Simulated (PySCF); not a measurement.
Mo(NMe)(S)(F)2 (CH3F2MoNS), SMILES C[N]=[Mo]([F])([F])=[S], multiplicity 1.

Geometry optimised at PBE-D3(BJ)/def2-SVP. The spin state was assumed, not searched. The structure was generated by enumeration; whether it is a known compound was not checked. The def2 effective core potentials stand for the cores of Mo; spin–orbit coupling is left out.

Level of theory: PySCF with TDA-CAM-B3LYP/def2-SVPD.

Vertical excitations. The molecule is in vacuum. State labels are in the subgroup Cs.

Computed UV-visible absorptions:
```tsv
state	symmetry	energy (eV)	λ (nm)	f	main pairs
S1	A"	3.08	402	0.000	HOMO→LUMO+1 96 %
S2	A'	3.36	369	0.009	HOMO→LUMO 81 %, HOMO−1→LUMO+1 14 %
S3	A"	3.71	334	0.004	HOMO−1→LUMO 96 %
S4	A'	4.17	297	0.006	HOMO→LUMO+2 43 %, HOMO−1→LUMO+1 43 %, HOMO−3→LUMO 9 %
S5	A"	4.19	296	0.000	HOMO−2→LUMO 90 %
S6	A"	4.54	273	0.000	HOMO→LUMO+3 47 %, HOMO−3→LUMO+1 43 %
S7	A'	4.57	271	0.002	HOMO−3→LUMO 39 %, HOMO−2→LUMO+1 36 %, HOMO→LUMO+2 16 %
S8	A"	4.77	260	0.000	HOMO−3→LUMO+1 47 %, HOMO→LUMO+3 42 %
S9	A'	4.84	256	0.017	HOMO−2→LUMO+1 40 %, HOMO→LUMO+2 17 %, HOMO−3→LUMO 11 %, HOMO→LUMO+4 11 %
S10	A"	5.05	245	0.006	HOMO−1→LUMO+2 86 %
T1	A'	2.59	479	0	HOMO→LUMO 91 %
T2	A"	2.78	447	0	HOMO→LUMO+1 94 %
T3	A'	2.99	415	0	HOMO−1→LUMO+1 84 %
T4	A"	3.36	369	0	HOMO−1→LUMO 89 %
```
Triplets are in the Tamm–Dancoff approximation.
